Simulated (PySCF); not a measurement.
## C2H10OSi2

C2H10OSi2 is a small molecule, neutral, singlet. The structure, one conformer, was relaxed in the gas phase by PBE0-D3(BJ)/def2-SVP. No frequency run checks that it is a minimum.

SMILES: CC([SiH3])O[SiH3]

Coordinates in Å:
```
C1     -0.286    0.388   -0.001
Si2    -2.116   -0.041    0.319
O3      0.454   -0.698    0.537
Si4     2.071   -0.649    0.941
C5      0.033    0.617   -1.469
H6     -0.056    1.316    0.563
H7     -2.996    1.072   -0.159
H8     -2.467   -1.290   -0.422
H9     -2.336   -0.246    1.781
H10     2.318   -1.796    1.857
H11     2.961   -0.776   -0.254
H12     2.378    0.648    1.625
H13    -0.562    1.448   -1.878
H14    -0.180   -0.286   -2.061
H15     1.098    0.868   -1.613
```

Shieldings: GIAO PBE0/pcSseg-1. Shifts are against computed references at the same level: C TMS (σ 184.4 ppm), H TMS (σ 31.27 ppm), Si TMS (σ 352.0 ppm). Core levels by delta-SCF with SCAN, pcX-2 on the ionised atom and pcseg-1 elsewhere, spin-free X2C (2p3/2 is the spin-free 2p value less a third of a first-order spin-orbit splitting); from the vacuum level, for chosen atoms.

(1) Give the shieldings and core levels atom by atom.

(2) Which of Si2, Si4 holds its core electrons tightest, and by how much against the loosest?

(3) By CAM-B3LYP/def2-SVPD (TDDFT singlets, Tamm-Dancoff triplets, ionisation by delta-SCF), where does absorption start, and what does vertical ionisation take?

## Answers

(1) 
```json
{"atoms": "C1", "bonded to": "1 C + 1 O + 1 Si + 1 H", "σ (ppm)": "120.5", "δ (ppm)": "63.9", "core level (eV)": "1s 291.79"}
{"atoms": "Si2", "bonded to": "1 C + 3 H", "σ (ppm)": "410.8", "δ (ppm)": "-58.9", "core level (eV)": "2p3/2 106.57"}
{"atoms": "O3", "bonded to": "1 C + 1 Si", "σ (ppm)": "310.2", "δ (ppm)": "-", "core level (eV)": "1s 537.87"}
{"atoms": "Si4", "bonded to": "1 O + 3 H", "σ (ppm)": "382.1", "δ (ppm)": "-30.1", "core level (eV)": "2p3/2 107.37"}
{"atoms": "C5", "bonded to": "1 C + 3 H", "σ (ppm)": "163.0", "δ (ppm)": "21.4", "core level (eV)": "1s 290.81"}
{"atoms": "H6", "bonded to": "1 C", "σ (ppm)": "27.64", "δ (ppm)": "3.63", "core level (eV)": "-"}
{"atoms": "H7 H8 H9", "bonded to": "1 Si", "σ (ppm)": "27.41", "δ (ppm)": "3.86", "core level (eV)": "-"}
{"atoms": "H10 H11 H12", "bonded to": "1 Si", "σ (ppm)": "26.40", "δ (ppm)": "4.86", "core level (eV)": "-"}
{"atoms": "H13 H14 H15", "bonded to": "1 C", "σ (ppm)": "29.86", "δ (ppm)": "1.40", "core level (eV)": "-"}
```

Values are those of this one static structure, with the three H of a rotating XH3 group averaged; atoms that internal rotation interchanges would show their mean in an NMR spectrum.

(2) Si4 (bonded to 1 O + 3 H), by 0.79 eV over Si2 (bonded to 1 C + 3 H).

(3) The lowest singlet lies at 7.04 eV (f 0.005), the strongest of the first 6 at 7.69 eV (f 0.032), the lowest triplet at 6.73 eV; vertical ionisation takes 9.93 eV.

The 3 runs behind this took 2.5 min in all, one thread each of Intel Xeon Platinum 8488C on a shared host, launched as `OMP_NUM_THREADS=1 python cluster_run.py task.json out`.
